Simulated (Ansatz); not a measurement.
Calculated with Ansatz (gas phase, PBE0-D4/def2-TZVP geometries, no zero-point term in ΔE). CCSD(T)/CBS adds triple-zeta CCSD(T) − MP2 to the extrapolated MP2 energy (def2 sets, frozen cores). This one scheme is used for every species, atoms too. Functionals use def2-TZVPP. B3LYP here is the variant with VWN-RPA as its local correlation; programs differ in this. Open shells (•) are unrestricted, without spin–orbit coupling. Spin–orbit coupling would lower the free atoms: a little for Cl, O, S, Si. One conformer a species, not always the lowest.

Reaction (atomization): `O[SiH2]S[SiH](Cl)Cl` → 2 Cl• + 4 H• + O• + S• + 2 Si•

```csv
level,ΔE (kJ/mol),difference from CCSD(T)/CBS
PBE-D4,3395.8,5.3
r2SCAN-D4,3395.1,4.6
PBE0-D4,3353.0,-37.5
B3LYP-D4,3334.6,-55.9
ωB97X-V,3401.8,11.3
ωB97M-V,3399.6,9.1
B2PLYP,3301.0,-89.5
PBE,3356.8,-33.7
r2SCAN,3385.9,-4.6
PBE0,3319.3,-71.2
B3LYP,3270.8,-119.7
HF/def2-TZVPP,2450.3,-940.2
MP2/def2-TZVPP,3358.3,-32.2
SCS-MP2/def2-TZVPP,3318.9,-71.6
CCSD/def2-TZVPP,3204.9,-185.6
CCSD(T)/def2-TZVPP,3265.8,-124.7
HF/def2-QZVPP,2457.4,-933.1
MP2/def2-QZVPP,3432.4,41.9
SCS-MP2/def2-QZVPP,3399.1,8.6
HF/CBS(def2),2458.5,-932.0
MP2/CBS(def2),3483.0,92.5
CCSD/CBS(def2),3329.6,-60.9
CCSD(T)/CBS,3390.5,0
```

Largest T1 diagnostic among the species: 0.012.

The D4 term adds +63.9 kJ/mol with B3LYP and +33.7 kJ/mol with PBE0; it sums over pairs of atoms, weighted by their polarisabilities, and B3LYP, whose exchange is more repulsive, gets the larger term. From PBE to PBE0 (25 % exact exchange), in def2-TZVPP and without D4, ΔE moves by −37.5 kJ/mol: exact exchange takes away binding that semilocal exchange gives to molecules.

For atomizations the MP2-based limit and the directly extrapolated one differ by several kJ/mol either way, and by 10 to 25 for some Ge, Se and Sn compounds, so smaller differences from it don't rank the levels.
